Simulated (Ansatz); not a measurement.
hydrogen atom (H), doublet. Base run: B3LYP/6-31G (Ansatz, a first-principles code).

Input for Ansatz:
Ansatz 0.2 input:
```yaml
crystal:
  periodic: [false, false, false]
  atoms:
    - {symbol: H, position_ang: [0.00000000, 0.00000000, 0.00000000]}
basis:
  gaussian:
    orbitals: 6-31G
hamiltonian:
  xc: b3lyp
magnetization: {spin_polarized: true, initial_magnetization: 1}
```

Variants of this job, named by their change:

```csv
change,E (Eh),SCF-reference <S^2>
base,-0.50027,0.750
functional = blyp; dispersion = d3bj,-0.49545,0.750
functional = pbe; dispersion = d3bj,-0.49743,0.750
functional = wB97M-V,-0.49108,0.750
functional = pbe,-0.49743,0.750
functional = pbe0; dispersion = d3bjatm,-0.49911,0.750
functional = cam_b3lyp,-0.49683,0.750
functional = hse06,-0.49883,0.750
functional = pbe0,-0.49911,0.750
functional = PBE0-DH,-0.50005,0.750
functional = SVWN5,-0.47604,0.750
functional = hf,-0.49823,0.750
functional = b3lyp5,-0.49686,0.750
```

Total energies compare only within one method and basis.
